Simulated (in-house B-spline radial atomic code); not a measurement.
Li is squeezed into an impenetrable sphere of radius R (the orbitals vanish at R). Level of theory: scalar-relativistic (X2C) Hartree-Fock, spin-polarised, averaged over the determinants with the given up and down occupations, Fermi nucleus of rms radius 2.444 fm; calculated with a B-spline radial code for spherical atoms.

Energies in eV above the free atom in [He] 2s1:

```
R (bohr)  highest level (eV)  [He] 2s1  [He] 2p1
    9.54               -5.29    0.0562     2.034
    6.02               -4.27     1.075     3.518
    5.39               -3.53     1.818     4.352
    4.37              -0.942     4.409     6.853
    3.42                5.57     10.94     12.11
    2.84                15.1     20.52     18.79
    2.51                24.9     30.51     25.22
    2.03                52.1     58.61     42.23
    1.99                55.5     62.21     44.36
    1.25                 210     234.9     146.7
```

Does [He] 2p1 fall below [He] 2s1 under compression?

Yes, between R = 3.42 and 2.84 bohr the order changes (near 3.19 bohr by linear interpolation).

The highest level is first positive in the row R = 3.42 bohr, pushed up by confinement above the zero of the free ion's potential. Each configuration is held fixed and needn't be the lowest in the sphere.
